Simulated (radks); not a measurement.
Results of a calculation; reference values are marked as such.
All-electron atom: the platinum ion Pt3+ in [Xe] 4f14 5d7 (the NIST ground configuration).

Code: a radial shooting solver on a logarithmic mesh with Libxc functionals. Model: Dirac Kohn-Sham, PBE, spin-unpolarised, spherical densities, point nucleus; open shells fill j = l - 1/2 first.

Energy parts (hartree):
total: -18444.5741
kinetic: 21111.8215
electron-nucleus: -46290.8762
Hartree: 7090.5908
exchange-correlation: -356.1101

Orbitals (lengths in bohr, moments of r in powers of bohr):
1s1/2: occ. 2; eigenvalue (hartree) -2879.305; <r^4> 4.516e-07; <r^2> 0.0004059; <1/r> 94.03
2s1/2: occ. 2; eigenvalue (hartree) -506.4797; <r^4> 0.00006614; <r^2> 0.006142; <1/r> 23.06
2p1/2: occ. 2; eigenvalue (hartree) -485.4086; <r^4> 0.00003944; <r^2> 0.004356; <1/r> 23.00
2p3/2: occ. 4; eigenvalue (hartree) -421.8605; <r^4> 0.00006034; <r^2> 0.005547; <1/r> 18.86
3s1/2: occ. 2; eigenvalue (hartree) -119.9456; <r^4> 0.002413; <r^2> 0.03993; <1/r> 8.463
3p1/2: occ. 2; eigenvalue (hartree) -110.5049; <r^4> 0.002110; <r^2> 0.03647; <1/r> 8.373
3p3/2: occ. 4; eigenvalue (hartree) -96.53502; <r^4> 0.002888; <r^2> 0.04292; <1/r> 7.295
3d3/2: occ. 4; eigenvalue (hartree) -80.84854; <r^4> 0.001924; <r^2> 0.03299; <1/r> 7.192
3d5/2: occ. 6; eigenvalue (hartree) -77.83818; <r^4> 0.002115; <r^2> 0.03474; <1/r> 6.945
4s1/2: occ. 2; eigenvalue (hartree) -26.78818; <r^4> 0.05475; <r^2> 0.1945; <1/r> 3.575
4p1/2: occ. 2; eigenvalue (hartree) -22.78521; <r^4> 0.05877; <r^2> 0.1989; <1/r> 3.464
4p3/2: occ. 4; eigenvalue (hartree) -19.45827; <r^4> 0.07989; <r^2> 0.2321; <1/r> 3.090
4d3/2: occ. 4; eigenvalue (hartree) -12.91117; <r^4> 0.09698; <r^2> 0.2467; <1/r> 2.885
4d5/2: occ. 6; eigenvalue (hartree) -12.29258; <r^4> 0.1065; <r^2> 0.2586; <1/r> 2.798
4f5/2: occ. 6; eigenvalue (hartree) -3.93040; <r^4> 0.2132; <r^2> 0.3194; <1/r> 2.408
4f7/2: occ. 8; eigenvalue (hartree) -3.80338; <r^4> 0.2263; <r^2> 0.3286; <1/r> 2.374
5s1/2: occ. 2; eigenvalue (hartree) -5.01485; <r^4> 1.489; <r^2> 1.013; <1/r> 1.438
5p1/2: occ. 2; eigenvalue (hartree) -3.73354; <r^4> 2.129; <r^2> 1.192; <1/r> 1.312
5p3/2: occ. 4; eigenvalue (hartree) -3.17574; <r^4> 3.035; <r^2> 1.421; <1/r> 1.179
5d3/2: occ. 4; eigenvalue (hartree) -1.45366; <r^4> 10.35; <r^2> 2.482; <1/r> 0.8883
5d5/2: occ. 3; eigenvalue (hartree) -1.39354; <r^4> 11.68; <r^2> 2.637; <1/r> 0.8591

The highest occupied level is 5d5/2 at -37.920 eV. The density falls to 0.001 e/bohr^3 at r = 3.33 bohr.
